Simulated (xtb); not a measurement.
H10Si4, charge +1, quartet, at a GFN2-xTB geometry of the parent state (a state made from the parent by changing its charge; the spin is typed, not shown lowest); xtb with GFN1-xTB.

Here is a job for xtb.
```
$ xtb mol.xyz --gfn 1 --chrg 1 --uhf 3 --json

# file mol.xyz
14

Si     2.12583184    -0.97992047     0.95213831
Si     1.08981859     0.98375056     0.30426897
Si    -0.75044984     0.70364371    -1.09076116
Si    -2.44442748    -0.60418660    -0.21378814
H      3.28463556    -0.80359186     1.82955270
H      1.19310244    -1.85202856     1.67198931
H      2.60001803    -1.74488376    -0.20450490
H      2.07880162     1.89236712    -0.29930356
H      0.65736030     1.72312849     1.50366285
H     -0.28813097     0.11273720    -2.35935737
H     -1.29524875     2.00357968    -1.51659198
H     -2.96034576    -0.04672178     1.03956982
H     -3.60309509    -0.77983848    -1.09151795
H     -1.95792107    -1.95076868     0.10048935
```

The log (banner, timings and long lists left out):

```
   ID    Z sym.   atoms
    1   14 Si     1-4
    2    1 H      5-14

           -------------------------------------------------
          |                Calculation Setup                |
           -------------------------------------------------

           -------------------------------------------------
          |                 G F N 1 - x T B                 |
           -------------------------------------------------

          ...................................................
          :                      SETUP                      :
          :.................................................:
          :  # basis functions                  60          :
          :  # atomic orbitals                  56          :
          :  # shells                           32          :
          :  # electrons                        25          :
          :  # halogen bonds                     0          :
          :  max. iterations                   250          :
          :  Hamiltonian                  GFN1-xTB          :
          :  restarted?                      false          :
          :  GBSA solvation                  false          :
          :  PC potential                    false          :
          :  electronic temp.          300.0000000     K    :
          :  accuracy                    1.0000000          :
          :  -> integral cutoff          0.2500000E+02      :
          :  -> integral neglect         0.1000000E-07      :
          :  -> SCF convergence          0.1000000E-05 Eh   :
          :  -> wf. convergence          0.2000000E-04 e    :
          :  Broyden damping             0.4000000          :
          :  net charge                          1          :
          :  unpaired electrons                  3          :
          ...................................................

 iter      E             dE          RMSdq      gap      omega  full diag
   1    -12.2184031 -0.122184E+02  0.550E+00    0.05       0.0  T
   2    -12.2581996 -0.397965E-01  0.304E+00    0.03       1.0  T
   3    -12.2592213 -0.102168E-02  0.630E-01    0.03       1.0  T
   4    -12.2600803 -0.858943E-03  0.305E-01    0.04       1.0  T
   5    -12.2618702 -0.178992E-02  0.526E-02    0.04       1.0  T
   6    -12.2619006 -0.304148E-04  0.411E-02    0.03       1.0  T
   7    -12.2619148 -0.142048E-04  0.606E-03    0.03       4.4  T
   8    -12.2619151 -0.289561E-06  0.672E-04    0.03      39.7  T
[...]
         :: total energy             -12.150383283288 Eh    ::
[...]
     3Si    0.29270  0.12245   1.344  1.721  0.643
     4Si    0.34862  0.09515   1.346  1.745  0.561
     5H    -0.01722  0.06762   1.017  0.000  0.000
     6H    -0.03606  0.04878   1.036  0.000  0.000
     7H    -0.03052  0.05429   1.031  0.000  0.000
     8H    -0.01729  0.06734   1.017  0.000  0.000
     9H    -0.04022  0.04437   1.040  0.000  0.000
    10H    -0.04022  0.04437   1.040  0.000  0.000
    11H    -0.01729  0.06734   1.017  0.000  0.000
    12H    -0.03052  0.05429   1.031  0.000  0.000
    13H    -0.01722  0.06762   1.017  0.000  0.000
    14H    -0.03606  0.04878   1.036  0.000  0.000

Wiberg/Mayer (AO) data.
largest (>0.10) Wiberg bond orders for each atom

 ---------------------------------------------------------------------------
     #   Z sym  total        # sym  WBO       # sym  WBO       # sym  WBO
 ---------------------------------------------------------------------------
     1  14 Si   3.733 --     6 H    0.879     5 H    0.878     7 H    0.878
                             2 Si   0.799     3 Si   0.152
     2  14 Si   3.801 --     3 Si   0.917     9 H    0.842     8 H    0.829
                             1 Si   0.799     4 Si   0.152
     3  14 Si   3.801 --     2 Si   0.917    10 H    0.842    11 H    0.829
                             4 Si   0.799     1 Si   0.152
     4  14 Si   3.733 --    14 H    0.879    13 H    0.878    12 H    0.878
                             3 Si   0.799     2 Si   0.152
     5   1 H    0.978 --     1 Si   0.878
     6   1 H    0.986 --     1 Si   0.879
     7   1 H    0.985 --     1 Si   0.878
     8   1 H    0.968 --     2 Si   0.829
     9   1 H    0.980 --     2 Si   0.842
    10   1 H    0.980 --     3 Si   0.842
    11   1 H    0.968 --     3 Si   0.829
    12   1 H    0.985 --     4 Si   0.878
    13   1 H    0.978 --     4 Si   0.878
    14   1 H    0.986 --     4 Si   0.879
 ---------------------------------------------------------------------------

Topologies differ in total number of bonds
Writing topology from bond orders to xtbtopo.mol

 dipole moment from electron density (au)
     X       Y       Z
   0.0709   0.3525  -0.1643  total (Debye):    1.005

           -------------------------------------------------
          | TOTAL ENERGY              -12.150383283288 Eh   |
          | GRADIENT NORM               0.031039698087 Eh/α |
          | HOMO-LUMO GAP               0.034388174290 eV   |
           -------------------------------------------------

normal termination of xtb
```
